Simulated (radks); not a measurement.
Results of a calculation; reference values are marked as such.
Q: The mean radii <r> (bohr) of the occupied orbitals of an atom or ion are listed with their occupations. Level of theory: scalar-relativistic Kohn-Sham, SCAN, spin-unpolarised, spherical densities, finite nucleus; meta-GGA in the generalised Kohn-Sham scheme; Fermi nuclear charge, rms radius of each element as measured or else 0.836 A^(1/3) + 0.57 fm (a radial shooting solver on a logarithmic mesh with Libxc functionals).

orbital  occ.      <r>
1s          2  0.03186
2s          2   0.1382
2p          6   0.1206
3s          2   0.3782
3p          6   0.3779
3d         10   0.3572
4s          2   0.9280
4p          6    1.002
4d          5    1.200

Name the element and its charge.

A: Z = 46, palladium, charge +5: Pd5+ in [Kr] 4d5. The 1s radius gives Z: for a bare nucleus <r> = (2 gamma + 1)/(2Z) with gamma = sqrt(1 - (Z/c)^2), 0.03135 bohr for Z = 46, and screening makes it slightly larger (0.03186 here). The occupations add up to 41, and the charge is Z minus that.
